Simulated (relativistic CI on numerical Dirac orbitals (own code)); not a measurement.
# Slater and spin-orbit integrals, Pm33+

Calculated at this level of theory: Dirac-Coulomb-Breit CI, separate exchange-only KLI orbitals for each configuration, QED by a radiative potential, unscaled Slater integrals (own radial code, finite nucleus).

Slater integrals F^k, G^k are unscaled and averaged over j, outside the closed core [Ne]; ζ comes from projecting the Hamiltonian with its Breit term on Σ l·s of the shell.

- 3s2 3p6 3d9 4s: ζ(3d) = 81531, G^2(3d,4s) = 45295 cm⁻¹; <r>(3d) = 0.2268, <r^2>(3d) = 0.06005, <r>(4s) = 0.5121, <r^2>(4s) = 0.2947 (bohr units).
- 3s2 3p6 3d9 4p: ζ(3d) = 81547, F^2(3d,4p) = 138200, G^1(3d,4p) = 44893, G^3(3d,4p) = 45358, ζ(4p) = 200030 cm⁻¹; <r>(3d) = 0.2268, <r^2>(3d) = 0.06006, <r>(4p) = 0.5219, <r^2>(4p) = 0.308 (bohr units).
- 3s2 3p6 3d9 4d: ζ(3d) = 81506, F^2(3d,4d) = 145260, F^4(3d,4d) = 73530, G^0(3d,4d) = 46550, G^2(3d,4d) = 59249, G^4(3d,4d) = 46758, ζ(4d) = 24952 cm⁻¹; <r>(3d) = 0.2269, <r^2>(3d) = 0.06011, <r>(4d) = 0.5194, <r^2>(4d) = 0.3083 (bohr units).

Averages of the first 10 configurations, taken without configuration mixing, which lowers the lowest level and can move excited configurations by several eV; other configurations of the list can lie among them:

```csv
Configuration,Parity,States,Average energy above the lowest level (eV)
3s2 3p6 3d10,even,1,0.1
3s2 3p6 3d9 4s,even,20,897.2
3s2 3p6 3d9 4p,odd,60,989.6
3s2 3p6 3d9 4d,even,100,1114.0
3s2 3p5 3d10 4s,odd,12,1245.8
3s2 3p6 3d9 4f,odd,140,1231.9
3s2 3p5 3d10 4p,even,36,1338.5
3s2 3p6 3d8 4s2,even,45,1824.4
3s2 3p6 3d8 4s 4p,odd,540,1911.7
3s2 3p5 3d10 4d,odd,60,1462.3
```
